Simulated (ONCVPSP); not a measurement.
**Logarithmic derivatives: Br, ONCV**

ONCVPSP 4.0.1 input, shortened (lines: element, Z, core and valence counts, functional; n l f; lmax; l rc ep ncon nbas qcut; lloc lpopt rc5 dvloc0; l nproj debl; icmod fcfact rcfact), LDA (Perdew-Wang 92), scalar-relativistic:

```
  Br 35.00    5    3  -001012      upf
    1    0    2.00
    2    0    2.00
    2    1    6.00
    3    0    2.00
    3    1    6.00
    3    2   10.00
    4    0    2.00
    4    1    4.75
    2
    0    1.20    0.00    4    7    5.20
    1    1.25    0.00    4    9    6.70
    2    1.10    0.00    4    9   17.40
    2    5    1.10    0.00
    0    1    1.80
    1    1    2.00
    2    0    1.60
    2    0.20    0.90
```

The phase is arctan(r·R′/R) of the radial function R(r), unwrapped; energies in Ha, scanned from -4 to 5 Ha. A pole is an energy at which the radial function vanishes at the test radius. The pseudo phase is shifted by a multiple of π to meet the all-electron one at the reference energy, and phase errors are pseudo minus all-electron; the curves can meet again beyond the range given. Levels narrower than the energy grid can be missing from the lists of poles.

```csv
channel,radius (bohr),reference energy (Ha),"poles, all-electron","poles, pseudo",unbroken range about the reference energy with phases within 0.05 rad,phase error 1 Ha above the reference energy (rad)
s,1.22,-0.84,none,2.85,below 0.8,-0.024
p,1.27,-0.38,none,none,below 4.7,-0.012
d,1.11,-2.56,-1.96,-1.92,-3.1 to -0.8,+0.024
```

Note: ghosts flagged at negative energy: s at -520.1 eV, p at -158.2 eV; no localised positive-energy state flagged. A true bound ghost makes a file unfit for plane-wave use.

Phases in the s channel:

```
E (Ha)  all-electron  pseudo
 -3.98         1.049   1.003
 -3.50         0.974   0.929
 -3.02         0.872   0.830
 -2.54         0.732   0.695
 -2.06         0.533   0.505
 -1.58         0.257   0.242
 -1.10        -0.088  -0.090
 -0.62        -0.438  -0.440
 -0.14        -0.724  -0.738
  0.34        -0.931  -0.962
  0.82        -1.077  -1.127
  1.30        -1.182  -1.252
  1.78        -1.260  -1.355
  2.26        -1.320  -1.448
  2.74        -1.367  -1.546
  3.22        -1.406  -1.673
  3.70        -1.439  -1.903
  4.18        -1.467  -2.560
  4.66        -1.491  -3.734
```
